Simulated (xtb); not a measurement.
B(Br)(OH)(NH2) (BBrH3NO), SMILES NB(O)Br. All values are semi-empirical tight-binding results from xtb (GFN2-xTB unless named), good for trends rather than for accurate numbers. Geometry optimised at GFN2-xTB. The values are those of a single conformer.

Optimised geometry:

Bonds (Å): B1–Br2 1.920, B1–O3 1.343, B1–N5 1.390, O3–H4 0.957, N5–H6 1.004, N5–H7 1.005. Bond angles (°): Br2–B1–O3 121.4, Br2–B1–N5 118.1, O3–B1–N5 120.5, B1–O3–H4 118.4, B1–N5–H6 122.1, B1–N5–H7 124.1, H6–N5–H7 113.8.

The point group as xtb finds it is Cs, the orbital gap comes out as 6.34 eV and the zero-point energy is 28.0 kcal/mol. The G − E(el) at 298.15 K (modified RRHO) is 9.9 kcal/mol. The static polarisability (D4 model) comes out as 48.9 bohr³, the solvation energy, GFN2-xTB/ALPB(water) is -7.4 kcal/mol and the solvation energy, GFN2-xTB/ALPB(benzene) is -4.7 kcal/mol.

Computed atomic charges and the Wiberg bond orders between heavy atoms:
charges (e) B1 0.45, Br2 -0.29, O3 -0.47, H4 0.32, N5 -0.36, H6 0.17, H7 0.18. Bond orders B1–Br2 0.91, B1–O3 1.19, B1–N5 1.31.
